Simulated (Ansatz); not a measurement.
The cluster Re2Te3, relaxed as a singlet with RKS PBE-D4/def2-SVP in Ansatz, starting from the GFN1-xTB geometry. Force threshold 0.02 eV/Å.

In the def2 sets Re, Te take a core potential; there is no spin–orbit coupling. The restricted singlet is unstable towards broken spin symmetry in Hartree–Fock (as tested in another run); at PBE-D4/def2-SVP this wasn't settled. The relaxation made no stability test and no search for a lower SCF solution. No other spin state of charge 0 was run. Another isomer (singlet) lies 0.22 eV lower at PBE0-D4/def2-TZVP; other spin states weren't run for this one.

Start:

Cartesian coordinates in Å:
```
Re 0.395 0.169 1.109
Re -0.388 -0.160 -1.107
Te 1.284 -1.614 2.583
Te -2.049 0.992 0.580
Te 0.757 0.613 -3.165
```

Estimate the energy that the relaxation releases and the steps that it takes.

40.2 kJ/mol, in 6 steps; 16 s on 4 threads of Arm Neoverse V1 on a shared host. No frequencies were taken in this run, so the end may be a saddle point.

Does the start keep its bonding and symmetry?

By distances, no bond broke or formed. The bond that changes most is Re1–Te3, from 2.48 to 2.49 Å (atoms count from 1). The end is the same structure that another start reached. Point group C2 at the start, C2 at the end, both within 0.05 Å.

Predict the relaxed structure.


```xyz
5

Re    0.370    0.413    0.964
Re   -0.526   -0.337   -0.921
Te    1.339   -1.587    2.083
Te   -2.160    1.053    0.609
Te    0.977    0.458   -2.736
```
Bond lengths (bridged metal pairs left out): 4 × Re–Te 2.49 to 2.63 Å.
